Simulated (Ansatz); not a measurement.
Frontier orbitals of CH6ClFSi2 (`C[SiH](Cl)[SiH2]F`).

Total charge 0; spin multiplicity 1. The structure was optimised at the PBE0-D4/def2-TZVP level. It is one conformer, not always the lowest. Basis def2-TZVPP, Ansatz 0.2.0.

```
functional  HOMO (eV)  LUMO (eV)
        HF     -10.90       2.40
```

Q: Give HOMO and LUMO (eV) with LDA (SPW92), PBE, revPBE, BLYP, r2SCAN, B97M-V, PBE0, B3LYP, r2SCANh, r2SCAN0, HSE06 (plane-wave form), BHLYP, CAM-B3LYP, LC-ωPBE, ωB97X-V, ωB97M-V. (Best estimate.)

A: Ansatz gave: 
```json
{"functional": "LDA (SPW92)", "HOMO": "-6.89", "LUMO": "-2.02"}
{"functional": "PBE", "HOMO": "-6.80", "LUMO": "-1.75"}
{"functional": "revPBE", "HOMO": "-6.76", "LUMO": "-1.63"}
{"functional": "BLYP", "HOMO": "-6.69", "LUMO": "-1.57"}
{"functional": "r2SCAN", "HOMO": "-7.09", "LUMO": "-1.45"}
{"functional": "B97M-V", "HOMO": "-7.19", "LUMO": "-1.60"}
{"functional": "PBE0", "HOMO": "-8.02", "LUMO": "-0.89"}
{"functional": "B3LYP", "HOMO": "-7.83", "LUMO": "-1.06"}
{"functional": "r2SCANh", "HOMO": "-7.54", "LUMO": "-1.15"}
{"functional": "r2SCAN0", "HOMO": "-8.20", "LUMO": "-0.72"}
{"functional": "HSE06 (plane-wave form)", "HOMO": "-7.63", "LUMO": "-1.26"}
{"functional": "BHLYP", "HOMO": "-9.16", "LUMO": "0.06"}
{"functional": "CAM-B3LYP", "HOMO": "-9.34", "LUMO": "0.18"}
{"functional": "LC-ωPBE", "HOMO": "-10.62", "LUMO": "1.32"}
{"functional": "ωB97X-V", "HOMO": "-10.31", "LUMO": "1.19"}
{"functional": "ωB97M-V", "HOMO": "-10.07", "LUMO": "0.90"}
```

B3LYP here is the variant with VWN-RPA as its local correlation; programs differ in this. LC-ωPBE has ω = 0.4 bohr⁻¹. Positive LUMOs are unbound and depend on the basis.
